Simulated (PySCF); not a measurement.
# MN15 on Ni⁺ (nickel, charge +1)

Configuration: [Ar] 3d8 4s1, high-spin 4F determinant (an excited configuration). All numbers are calculated (PySCF 2.14, no relativity, point nucleus, in aug-cc-pwCVTZ (10s9p7d4f3g, 127 functions)).

* Total energy: -1508.238 hartree
* One-electron energy: -2083.712 hartree
* Hartree (Coulomb) energy: 638.623 hartree
* Exchange-correlation energy: -63.149 hartree
* Kinetic energy: 1506.95621 hartree
* ⟨S²⟩: 3.7509
* ⟨L²⟩: 12.003
* Sum of ⟨r⟩: 18.54 bohr
* Sum of ⟨r²⟩: 24.05 bohr²
* Density at the nucleus (Gaussians lack the cusp): 14800 bohr⁻³
* Spin density at the nucleus: 6.60 bohr⁻³
* Langevin diamagnetic susceptibility: -19.0 ×10⁻⁶ cm³/mol
* Time after the integrals: of the order of 11 core-seconds

```tsv
shell	electrons	mean orbital energy (eV)	spread (eV)	rms radius, mean of both spins (bohr)
1s β	1	-8109.5	0	0.0636
1s α	1	-8109.4	0	0.0636
2s α	1	-962.13	0	0.272
2s β	1	-961.93	0	0.272
2p α	3	-853.62	0	0.240
2p β	3	-853.20	0	0.240
3s α	1	-118.66	0	0.820
3s β	1	-117.31	0	0.820
3p α	3	-84.731	0	0.854
3p β	3	-82.851	0	0.854
3d α	5	-22.953	0.681	1.12
3d β	3	-20.847	0	1.12
4s α	1	-14.688	0	2.79
```
